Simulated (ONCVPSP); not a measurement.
**Be (Z = 4): one change to an ONCV potential, before and after**

ONCVPSP 4.0.1 input, shortened (lines: element, Z, core and valence counts, functional; n l f; lmax; l rc ep ncon nbas qcut; lloc lpopt rc5 dvloc0; l nproj debl; icmod fcfact rcfact), PBE, scalar-relativistic:

```
  Be 4.00    0    2        4      upf
    1    0    2.00
    2    0    2.00
    2
    0    0.75    0.00    3    6   16.20
    1    0.70    0.10    5   10   13.00
    2    0.65    0.40    4    9   14.30
    2    5    0.65    0.00
    0    2    0.70
    1    2    4.00
    2    0    1.40
    0    0.00    0.00
```

Change: all radii scaled by about 0.87 (s 0.66, p 0.60, d 0.56 bohr).

Cutoffs: the cutoffs (Ha) at which the residual kinetic energy of the hardest occupied pseudo-wave falls to 1 and 0.1 mHa per electron; they do not see the model core or the augmentation charge, which bear on the density cutoff. Errors are all-electron minus pseudo energies relative to the spin-unpolarised reference configuration.

Predict the effect on cutoff, ghosts and configuration errors.

The potential gets harder (92 Ha and 108 Ha → 102 Ha and 119 Ha); the errors of the 4 common tests hardly move; neither file shows a bound ghost. A smaller radius makes the pseudo-wave follow the all-electron one further in, where it bends more sharply, so more plane waves are needed.

```tsv
quantity	base	changed
cutoff, loose	92 Ha	102 Ha
cutoff, tight	108 Ha	119 Ha
bound ghosts	none	none
GHOST(+) flags under 300 eV	none	none
error for 1s2 2s1, meV [ΔE 9.55 eV]	+0.5	+0.4
error for 1s2 2s0, meV [ΔE 27.50 eV]	+3.5	+3.0
error for 1s2 2s1.5, meV [ΔE 3.76 eV]	+0.1	+0.1
error for 1s2 2s1 2p1, meV [ΔE 3.61 eV]	+0.8	+0.7
```
